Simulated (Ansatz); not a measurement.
The B1–Br4 bond of BBrH2 (SMILES BBr) is stretched (multiplicity 1, the rest rigid).
Geometry at rest (charge 0, multiplicity 1):
```xyz
4

B     -0.8490    -1.2912     0.2112
H     -0.4717    -2.0737     1.0149
H     -1.8265    -1.4215    -0.4431
Br     0.1869     0.2843    -0.0465
```

Correlated levels freeze the cores. Filled d and f shells under p-block atoms count as core.

Run with Ansatz (a first-principles code) with Gaussian orbitals. Each number belongs to the level named beside it.

Energies above the point at 1.903 Å (the B3LYP-D3(BJ) bond length), FIC-MRCISD+Q on CASSCF(6,4)/cc-pVTZ (kcal/mol): 11.38 at 1.713 Å; 6.17 at 2.093 Å; 108.18 at 6.090 Å.

Take the last value as the depth D of a Morse curve D(1 − e^(−a(R − R₀)))², fit a and R₀ to the two near points, and test it at 2.569 and 3.330 Å.


With D = 108.2, both near points (counted from the curve's value at 1.903 Å) are met by a = 1.45 Å⁻¹ and R₀ = 1.906 Å, so k = 2Da² = 457 kcal/(mol Å²). The curve then gives 41.4 and 82.6 kcal/mol; the level itself gives 41.9 and 88.0, so Morse is off by -0.5 and -5.4.

Doubts at one or more of the structures used: active orbitals that take no part (FIC-MRCISD+Q on CASSCF(6,4)/cc-pVTZ).
